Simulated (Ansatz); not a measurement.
Input for Ansatz (a quantum-chemistry and plane-wave program): R-RI-MP2/cc-pV(Q+d)Z on C2H6BCl (SMILES CCBCl), a point of a torsion scan. Files ending in .json are basis or fitting sets from the Basis Set Exchange.

Ansatz 0.2 input:
```yaml
crystal:
  periodic: [false, false, false]
  atoms:
    - {symbol: C, position_ang: [-1.19349375, 0.53174149, -0.13395671]}
    - {symbol: C, position_ang: [0.04014878, -0.38570849, -0.05591406]}
    - {symbol: B, position_ang: [0.65167262, -0.62702999, 1.37956634]}
    - {symbol: Cl, position_ang: [2.05755533, -1.56269315, 1.53574892]}
    - {symbol: H, position_ang: [-1.47543002, 0.89437451, 0.85085684]}
    - {symbol: H, position_ang: [-2.04802534, 0.00624588, -0.55156372]}
    - {symbol: H, position_ang: [-0.99719558, 1.39712876, -0.76123853]}
    - {symbol: H, position_ang: [0.82000768, 0.00105659, -0.71859937]}
    - {symbol: H, position_ang: [-0.21014318, -1.35923308, -0.48974791]}
    - {symbol: H, position_ang: [0.17509397, -0.19271627, 2.36066424]}
basis:
  gaussian:
    orbitals: cc-pV_Q+d_Z.json
    fitting: {mean_field: def2-universal-JKFIT, correlation: cc-pVQZ-RIFIT.json}
magnetization: {spin_polarized: false}
correlation: {method: mp2, electrons: outside_noble_gas}
scf: {lower_state_search: off}
```

The head of its log:

```
WARN ansatz: RAYON_NUM_THREADS=1 ignored (pool sized by the plan → 1); use --threads N
Functional definition: HF
these checks for a lower state are left out or cut short: stability, starts, cluster_reference, orbital_swaps, neighbouring_geometries, increment
integrals: 0.61 GiB planned
461 factors; integrals over basis functions are off by at most 4.2e0 eV
mean field: 0.94 GiB planned
mean field evaluation 1: about -15331.2130 eV, gradient 3.1e1 eV
mean field evaluation 2: about -15333.5413 eV, gradient 1.3e1 eV
mean field evaluation 4: about -15333.9932 eV, gradient 4.9e-1 eV
mean field -15333.99504242 eV, -563.5139240537 hartree, gradient 2.2e-6 eV, S^2 0.000000; 0 other end points of the search recorded, 0 dependent functions left out
8 core orbitals not correlated
884 factors; their error is unknown
reference -15333.99504242 eV, -563.5139240537 hartree; 12, 12 occupied and 389, 389 virtual orbitals, 884 factors
```

**Question.** Give the final energy of this run.

**Answer.** -564.2052 hartree.
